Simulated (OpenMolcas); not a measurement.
Computed transition rates of Zr+

```json
{
  "Program": "OpenMolcas",
  "Method": "MS-CASPT2, IPEA 0.25 Eh, imaginary shift 0.1 Eh (closed shells correlated: 4s 4p)",
  "Basis": "ANO-RCC-VTZP [7s6p4d2f1g]",
  "Scalar Hamiltonian": "DKH2, point nucleus",
  "Active space": "3 electrons in 11 orbitals (4d 5s 5d)",
  "State averaging": "2S+1 = 4 even, 20 roots; 2S+1 = 2 even, 49 roots kept (CI in the orbitals of an earlier block)",
  "Spin-orbit coupling": "state interaction with AMFI integrals over the reference wave functions, term energies averaged over their components"
}
```

Rates come from the transition moments of the reference wave functions (E1 and E2 in the length form). At fixed line strength A goes as λ^-3 for E1 and M1 and as λ^-5 for E2, so a rate at the computed wavelength can be rescaled to the measured one. Measured vacuum wavelengths follow from level energies in NIST Handbook of Basic Atomic Spectroscopic Data. Branching counts decays inside the model space alone, at computed energies, and the table is only a selection of the E2 and M1 lines, drawn from those between levels with measured partners whose computed energy lies within a factor of 1.5 of the measured one.

```json
{"Upper": "4d² 5s ²F_5/2", "Lower": "4d² 5s ⁴F_3/2", "Type": "M1", "λ computed (nm)": "1726", "λ measured (nm)": "1738", "A computed (s-1)": "2.15e-02", "A rescaled (s-1)": "", "Branching %": "58.2"}
{"Upper": "4d² 5s ²F_7/2", "Lower": "4d² 5s ⁴F_9/2", "Type": "M1", "λ computed (nm)": "1965", "λ measured (nm)": "1944", "A computed (s-1)": "1.57e-02", "A rescaled (s-1)": "", "Branching %": "43.7"}
{"Upper": "4d² 5s ²F_5/2", "Lower": "4d² 5s ⁴F_5/2", "Type": "M1", "λ computed (nm)": "1831", "λ measured (nm)": "1839", "A computed (s-1)": "6.95e-03", "A rescaled (s-1)": "", "Branching %": "18.8"}
{"Upper": "4d² 5s ²F_7/2", "Lower": "4d² 5s ⁴F_5/2", "Type": "M1", "λ computed (nm)": "1625", "λ measured (nm)": "1625", "A computed (s-1)": "6.93e-03", "A rescaled (s-1)": "", "Branching %": "19.3"}
{"Upper": "4d² 5s ⁴F_9/2", "Lower": "4d² 5s ⁴F_7/2", "Type": "M1", "λ computed (nm)": "16920", "λ measured (nm)": "17880", "A computed (s-1)": "5.57e-03", "A rescaled (s-1)": "4.72e-03", "Branching %": "100.0"}
{"Upper": "4d² 5s ⁴F_7/2", "Lower": "4d² 5s ⁴F_5/2", "Type": "M1", "λ computed (nm)": "21080", "λ measured (nm)": "22280", "A computed (s-1)": "4.60e-03", "A rescaled (s-1)": "3.90e-03", "Branching %": "100.0"}
{"Upper": "4d³ ⁴F_7/2", "Lower": "4d³ ⁴F_5/2", "Type": "M1", "λ computed (nm)": "23570", "λ measured (nm)": "24710", "A computed (s-1)": "3.22e-03", "A rescaled (s-1)": "2.79e-03", "Branching %": "76.6"}
{"Upper": "4d³ ⁴F_9/2", "Lower": "4d³ ⁴F_7/2", "Type": "M1", "λ computed (nm)": "21060", "λ measured (nm)": "21830", "A computed (s-1)": "2.89e-03", "A rescaled (s-1)": "2.59e-03", "Branching %": "76.2"}
{"Upper": "4d³ ⁴F_5/2", "Lower": "4d³ ⁴F_3/2", "Type": "M1", "λ computed (nm)": "28960", "λ measured (nm)": "30990", "A computed (s-1)": "1.68e-03", "A rescaled (s-1)": "1.37e-03", "Branching %": "61.7"}
{"Upper": "4d² 5s ⁴F_5/2", "Lower": "4d² 5s ⁴F_3/2", "Type": "M1", "λ computed (nm)": "29960", "λ measured (nm)": "31780", "A computed (s-1)": "1.59e-03", "A rescaled (s-1)": "1.33e-03", "Branching %": "100.0"}
{"Upper": "4d³ ⁴F_3/2", "Lower": "4d² 5s ⁴F_5/2", "Type": "M1", "λ computed (nm)": "3803", "λ measured (nm)": "4429", "A computed (s-1)": "5.89e-04", "A rescaled (s-1)": "", "Branching %": "40.7"}
{"Upper": "4d³ ⁴F_7/2", "Lower": "4d² 5s ⁴F_5/2", "Type": "E2", "λ computed (nm)": "2942", "λ measured (nm)": "3350", "A computed (s-1)": "4.87e-04", "A rescaled (s-1)": "2.54e-04", "Branching %": "11.6"}
{"Upper": "4d³ ⁴F_9/2", "Lower": "4d² 5s ⁴F_9/2", "Type": "E2", "λ computed (nm)": "3560", "λ measured (nm)": "4107", "A computed (s-1)": "4.76e-04", "A rescaled (s-1)": "2.33e-04", "Branching %": "12.6"}
{"Upper": "4d³ ⁴F_5/2", "Lower": "4d² 5s ⁴F_3/2", "Type": "E2", "λ computed (nm)": "3022", "λ measured (nm)": "3454", "A computed (s-1)": "4.17e-04", "A rescaled (s-1)": "2.14e-04", "Branching %": "15.3"}
{"Upper": "4d³ ⁴F_3/2", "Lower": "4d² 5s ⁴F_3/2", "Type": "E2", "λ computed (nm)": "3375", "λ measured (nm)": "3887", "A computed (s-1)": "3.48e-04", "A rescaled (s-1)": "1.72e-04", "Branching %": "24.0"}
{"Upper": "4d³ ⁴F_3/2", "Lower": "4d² 5s ⁴F_3/2", "Type": "M1", "λ computed (nm)": "3375", "λ measured (nm)": "3887", "A computed (s-1)": "3.11e-04", "A rescaled (s-1)": "", "Branching %": "21.5"}
{"Upper": "4d³ ⁴F_3/2", "Lower": "4d² 5s ⁴F_5/2", "Type": "E2", "λ computed (nm)": "3803", "λ measured (nm)": "4429", "A computed (s-1)": "1.92e-04", "A rescaled (s-1)": "8.96e-05", "Branching %": "13.3"}
```

Spin-changing lines and M1 lines between different terms are not rescaled, since their strength hangs on the term gaps too.

The largest correction is for 4d³ ⁴F_3/2 → 4d² 5s ⁴F_5/2 (E2): 1.92e-04 × (3803 / 4429)^5 = 8.96e-05 s-1, a factor of 0.47.

The computed rate and branching of 4d² 5s ⁴F_5/2 → 4d² 5s ⁴F_3/2 give the upper level a radiative lifetime of 1.000 / 1.59e-03 s-1 = 6.29e+02 s, counting decays inside the model space alone. The rescaled rate gives about 7.5e+02 s.

These are rates of the free ion; in crystals, glasses and complexes forced electric-dipole and non-radiative decay shorten such lifetimes by orders of magnitude. No measured rate stands beside these. Rescaling mends the energy factor alone: line strengths can still be far off where a level mixes with configurations outside the active space, and weak or spin-changing lines hang on small mixing coefficients that depend on the term gaps too, so rescaling need not improve them.

Term energies are means over components that CASPT2 splits; among the terms shown or strongly mixed into the levels shown the widest spread is 820 cm-1 (4d³ ⁴F). Terms from blocks run as CI alone lack orbitals of their own. Active for correlation alone: 5d; no level in the range computed is led by a configuration that fills it, so any true level of that kind is missing. Computed and measured levels are paired by configuration, term and J; levels that our copy of the source lacks, or whose pairing is in doubt (as where it misses far off the trend of its configuration), stay unpaired. Levels of configurations outside the active space are missing.
